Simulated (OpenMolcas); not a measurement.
# d5 ions of charge +3 down a group with 6 water ligands in octahedral coordination

* Program: OpenMolcas 26.06
* Method: CASSCF
* Spin-orbit coupling: RASSI with atomic mean-field integrals over the reference wave functions

The d shell is active. Anionic complexes are neutralised by point charges behind the ligands. Distances were set from a Shannon-type radius of the metal (high-spin where two are listed) plus a fixed donor radius (H2O 1.36 Å). Ligand basis ANO-RCC-VDZP, DKH2 Hamiltonian. States (labels of O, taken over from Oh, the nearest higher group). Energies in cm-1 above the lowest state or level, χT in cm3 K/mol; under a threefold ground state the first gap can be a small split of the lowest multiplet, not the spin-orbit step; 10Dq and B are least-squares fits to the states below 45000 cm-1, weighted by degeneracy, with a free offset, and given where the rms deviation is under 5 % of |10Dq| (or 100 cm-1) and under 700 cm-1. Spin-only χT is S(S+1) / 2 for the spin of the ground state.

```csv
Ion,Shell,R (Å),Metal basis,Ground state,First state of that spin,10Dq,B (rms of fit),First gap with spin-orbit (degeneracies),χT at 300 K,First state of another spin,Spin-only χT
Fe3+,3d5,2,ANO-RCC-VDZP,6A1,,11421,1221 (144),"26033 (6, 2)",4.385,4T1 26139,4.375
Ru3+,4d5,2.04,ANO-RCC-VDZP,2T2,2T1 20366,24423,778 (290),"1984 (2, 4)",0.625,6A1 6996,0.375
```

|10Dq| changes by a factor of 24423 / 11421 = 2.14 from Fe3+ to Ru3+.

B goes from 1221 cm-1 (Fe3+) to 778 cm-1 (Ru3+).

Below the highest spin of the shell: Ru3+. χT departs most from the spin-only value for Ru3+, by +0.250 cm3 K/mol.

Without dynamic correlation the repulsion within the d shell is too large (B by tens of per cent), so at a given field states of lower spin stand too high. Ligand-to-metal charge-transfer states are missing. With no ligand orbital active B as a rule stays too high, so bands that hang on it stand too high and its fall with covalency is understated. With metal d orbitals alone the field can be off either way by tens of per cent. An orbital triplet at a regular site is open to Jahn-Teller coupling, which can distort the site and quench the lowest spin-orbit gaps and is left out (holds for Ru3+). This shell can be high or low spin here, a state of another spin lies low, and with metal d orbitals alone active their balance is uncertain, so the ground spin may be wrong, although the usual error favours high spin (holds for Ru3+). The least metal-like active orbital is 80 % on the metal (Löwdin) and no ligand orbital is active, so the numbers are rough (holds for Ru3+). No measured value stands beside these numbers; the geometry is a model, was not optimised and need not be the one that this ion takes.
